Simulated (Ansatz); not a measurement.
The same path of BrGeH₃SeSi (7 atoms, charge 0, multiplicity 1) was run twice with different band settings. Lost on the way: Ge3–H7. Made: Se4–H7.

These are results of RHF/def2-SVP (Ansatz), not measurements.

Relaxed end points:

```xyz
7
Properties=species:S:1:pos:R:3
Br -2.639 -1.045 0.565
Si -1.012 0.141 -0.394
Ge 1.132 0.105 0.491
Se 0.550 -0.971 -1.607
H -1.618 1.330 -1.003
H 1.528 -0.882 1.579
H 2.119 1.254 0.324
```

```xyz
7
Properties=species:S:1:pos:R:3
Br -2.380 -1.273 0.023
Si -0.769 0.279 0.093
Ge 1.142 0.265 1.564
Se 1.084 -0.438 -1.228
H -1.307 1.481 -0.570
H 0.889 -1.269 1.815
H 1.402 0.887 -1.743
```

Common settings: spring 5.0 eV/Å²; optimiser quadratic models (default); start path through a guess of the saddle point; force threshold 0.05 eV/Å; end points relaxed.

| run | movable images | climbing image | iteration limit |
| --- | --- | --- | --- |
| 1 | 9 | yes | 48 |
| 2 | 4 | no | 60 |

(1) What does each run give, and how far can it be trusted?

## Answers

(1) Run 1: converged after 16 iterations, highest image 1.930 eV above the first end. The profile has 2 maxima (images 4, 8) with wells between them (image 7): this band takes more than one step, which may be the mechanism or a detour left from its start path. A vibrational analysis at the climbing image gives one clearly imaginary mode, 1184i cm⁻¹: a first-order saddle point.
Run 2: converged after 23 iterations, highest image 1.362 eV above the first end. The profile has 2 maxima (images 1, 4) with wells between them (image 3): this band takes more than one step, which may be the mechanism or a detour left from its start path. Neighbouring images differ by up to 1.4 eV, so the band resolves the path poorly. No image climbed, so the highest image needn't sit at the top of the path.
The orbitals stay closed-shell, which can raise the energy where a bond breaks towards radicals; this wasn't checked here.
